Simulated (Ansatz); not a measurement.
Cost and result for the atomization energy of `C=CO[Si](F)(F)F` (10 atoms, 9 bonds).

Z-matrix (Å, degrees):
```
Si
F 1 1.569
F 1 1.564 2 108.9
O 1 1.609 2 112.2 3 118.4
F 1 1.569 2 107.5 3 -117.8
C 4 1.364 1 130.1 2 60.3
C 6 1.322 4 126.1 1 -0.5
H 6 1.084 4 111.0 1 179.5
H 7 1.084 6 123.1 4 0.0
H 7 1.081 6 119.1 4 -179.9
```

The species carries charge 0 and has multiplicity 1. The structure was optimised at the PBE0-D4/def2-TZVP level. It is one conformer, not always the lowest. Program: Ansatz. Hardware: A = 2 threads of an AMD EPYC 7R13 on a shared host; B = 2 threads of an AMD EPYC 7R13 on a shared host and a share of an NVIDIA H100 80 GB. Times are those of one run each, without the atoms' runs, and a repeat can differ threefold. Electronic energies, without spin–orbit coupling; frozen cores. CCSD(T)/CBS adds CCSD(T) − MP2 in def2-TZVPP to the MP2 limit, and its time is that of the two runs behind it. T1 = 0.012. B3LYP takes the VWN-RPA correlation (the form of Gaussian; ORCA's B3LYP/G).

CCSD(T)/CBS is a level of theory with its own doubt, some kJ/mol a heavy atom from the limit and from the frozen cores, so smaller differences don't rank the functionals.

| level | functions | wall time | atomization (kcal/mol) | difference from CCSD(T)/CBS | per bond |
| --- | --- | --- | --- | --- | --- |
| PBE-D4/def2-TZVPP (with forces) [A] | 270 | 7.5 s | 1107.2 | 17.7 | 2.0 |
| CCSD(T)/def2-TZVPP [B] | 270 | 8.1 s | 1057.8 | -31.7 | -3.5 |
| PBE0-D4/def2-TZVPP [A] | 270 | 11 s | 1079.0 | -10.5 | -1.2 |
| B3LYP-D4/def2-TZVPP (with forces) [A] | 270 | 11 s | 1078.2 | -11.3 | -1.2 |
| MP2/def2-QZVPP [B] | 502 | 12 s | 1117.7 | 28.2 | 3.1 |
| r2SCAN-D4/def2-TZVPP (with forces) [A] | 270 | 13 s | 1088.8 | -0.7 | -0.1 |
| ωB97X-V/def2-TZVPP [A] | 270 | 15 s | 1084.1 | -5.4 | -0.6 |
| B2PLYP/def2-TZVPP [A] | 270 | 16 s | 1074.6 | -14.9 | -1.6 |
| CCSD(T)/CBS(def2) | – | 20 s | 1089.5 | 0.0 | 0.0 |
| ωB97M-V/def2-TZVPP (with forces) [A] | 270 | 28 s | 1086.6 | -2.9 | -0.3 |

From PBE to PBE0 (25 % exact exchange), in def2-TZVPP and without D4, the atomization energy moves by −27.4 kcal/mol: exact exchange takes away binding that semilocal exchange gives to molecules. In def2-TZVPP, CCSD(T) changes the Hartree–Fock value by +260.0 kcal/mol (the triples alone add +18.0 kcal/mol) and MP2 by +300.4 kcal/mol; breaking electron pairs costs correlation energy, which Hartree–Fock lacks. The D4 term adds +8.7 kcal/mol with B3LYP and +4.6 kcal/mol with PBE0; it sums over pairs of atoms, weighted by their polarisabilities, and B3LYP, whose exchange is more repulsive, gets the larger term.
